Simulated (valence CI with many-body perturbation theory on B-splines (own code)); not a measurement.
The numbers below are computed, except where a source is named.
# Sensitivity of CI+MBPT for Pm⁵⁵⁺

Method: relativistic CI+MBPT: four valence electrons over a frozen Dirac-Fock core [He], a basis of 6 s, 6 p, 5 d, 3 f, 1 g functions for each j, with the one-electron correlation potential Σ1, the two-electron term Σ2, the three-electron term Σ3, Breit, model QED; selected CI, second order for the rest, scaled by the run's own slope (own B-spline code, finite nucleus).

The last digits are not significant, and no measured levels were compared; by estimate large intervals hold to a few tenths of a per cent, small ones and those within an open d or f shell to about a per cent.

The reference run has the lowest level (2s^2 2p1/2^2) J=0 and an ionisation energy of 11820.4 eV. Its largest variational space holds 9876 state functions.

Levels are named by their leading jj configuration (3d3/2^4 stands for four electrons in 3d with j = 3/2), which in mixed levels can hold well under half, so a name can repeat and another be missing. Letters in brackets count levels of one name in rising energy.

| Level | Reference (cm⁻¹) | Shift (cm⁻¹) |
| --- | --- | --- |
| (2s^2 2p1/2 2p3/2) J=1 | 4683070 | -1594 |
| (2s^2 2p1/2 2p3/2) J=2 | 4820410 | -1241 |
| (2s 2p1/2^2 2p3/2) J=2 | 6481370 | -44 |
| (2s 2p1/2^2 2p3/2) J=1 | 7043050 | +614 |
| (2s^2 2p3/2^2) J=2 | 9629290 | -2634 |
| (2s^2 2p3/2^2) J=0 | 10015600 | -1924 |
| (2s 2p1/2 2p3/2^2) J=2 [a] | 10992700 | -1632 |
| (2s 2p1/2 2p3/2^2) J=3 | 11308500 | -1146 |
| (2s 2p1/2 2p3/2^2) J=0 | 11671600 | -496 |
| (2s 2p1/2 2p3/2^2) J=1 [a] | 11814400 | -885 |
| (2s 2p1/2 2p3/2^2) J=2 [b] | 11896600 | -545 |
| (2s 2p1/2 2p3/2^2) J=1 [b] | 11923300 | -375 |

The ionisation energy moves by -0.7 eV.

(1) Which of these changes was made?
A. cutoff of virtual states (hartree) 7442 → 580.17
B. size limit of the variational space 10000 → 3000; second order for the rest on → off
C. logarithmic knot step 0.27 → 0.33

Answers

(1) A. cutoff of virtual states (hartree) 7442 → 580.17.
